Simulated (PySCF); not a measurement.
GeH4O. Atoms are numbered in the order given.

```xyz
6

Ge    -0.0035     0.3411     0.0000
O      0.1136    -1.4381     0.0000
H     -0.7521     0.8181     1.2596
H      1.4518     0.8160     0.0000
H     -0.7521     0.8181    -1.2596
H     -0.7458    -1.8642     0.0000
```

Geometry: PBE0-D3(BJ)/def2-TZVP.

Computed with TDDFT-M06-2X/def2-TZVPD run with PySCF.

Vertical excitations. The molecule is in vacuum. State labels are in the subgroup Cs.

Computed UV-visible absorptions:
```json
[
 {"state": "S1", "symmetry": "A\"", "energy (eV)": "6.86", "λ (nm)": "181", "f": "0.005", "main pairs": "HOMO→LUMO 85 %"},
 {"state": "S2", "symmetry": "A'", "energy (eV)": "7.83", "λ (nm)": "158", "f": "0.025", "main pairs": "HOMO−1→LUMO 83 %"},
 {"state": "S3", "symmetry": "A\"", "energy (eV)": "8.14", "λ (nm)": "152", "f": "0.043", "main pairs": "HOMO→LUMO+1 81 %"},
 {"state": "S4", "symmetry": "A\"", "energy (eV)": "8.59", "λ (nm)": "144", "f": "0.108", "main pairs": "HOMO→LUMO+2 42 %, HOMO−3→LUMO 30 %, HOMO→LUMO+3 11 %"},
 {"state": "S5", "symmetry": "A\"", "energy (eV)": "8.68", "λ (nm)": "143", "f": "0.001", "main pairs": "HOMO→LUMO+3 38 %, HOMO→LUMO+2 31 %, HOMO−3→LUMO 15 %, HOMO→LUMO+5 6 %"},
 {"state": "S6", "symmetry": "A'", "energy (eV)": "8.78", "λ (nm)": "141", "f": "0.032", "main pairs": "HOMO−1→LUMO+1 48 %, HOMO−2→LUMO 36 %"},
 {"state": "S7", "symmetry": "A'", "energy (eV)": "8.88", "λ (nm)": "140", "f": "0.131", "main pairs": "HOMO−1→LUMO+1 37 %, HOMO−2→LUMO 27 %, HOMO→LUMO+4 16 %, HOMO−1→LUMO+2 7 %"},
 {"state": "S8", "symmetry": "A'", "energy (eV)": "9.24", "λ (nm)": "134", "f": "0.176", "main pairs": "HOMO→LUMO+4 67 %, HOMO→LUMO+6 15 %"},
 {"state": "S9", "symmetry": "A\"", "energy (eV)": "9.26", "λ (nm)": "134", "f": "0.001", "main pairs": "HOMO−3→LUMO 30 %, HOMO→LUMO+3 29 %, HOMO−3→LUMO+1 9 %, HOMO→LUMO+2 9 %"},
 {"state": "S10", "symmetry": "A'", "energy (eV)": "9.55", "λ (nm)": "130", "f": "0.043", "main pairs": "HOMO−1→LUMO+2 74 %"},
 {"state": "T1", "symmetry": "A\"", "energy (eV)": "6.54", "λ (nm)": "190", "f": "0", "main pairs": "HOMO→LUMO 79 %"},
 {"state": "T2", "symmetry": "A'", "energy (eV)": "7.41", "λ (nm)": "167", "f": "0", "main pairs": "HOMO−1→LUMO 73 %"},
 {"state": "T3", "symmetry": "A\"", "energy (eV)": "7.89", "λ (nm)": "157", "f": "0", "main pairs": "HOMO→LUMO+1 66 %"},
 {"state": "T4", "symmetry": "A\"", "energy (eV)": "8.09", "λ (nm)": "153", "f": "0", "main pairs": "HOMO→LUMO+2 44 %, HOMO−3→LUMO 26 %, HOMO→LUMO+1 8 %, HOMO→LUMO+3 7 %"}
]
```
Triplets are in the Tamm–Dancoff approximation, which puts them higher than full response would, so one can lie above its singlet here.
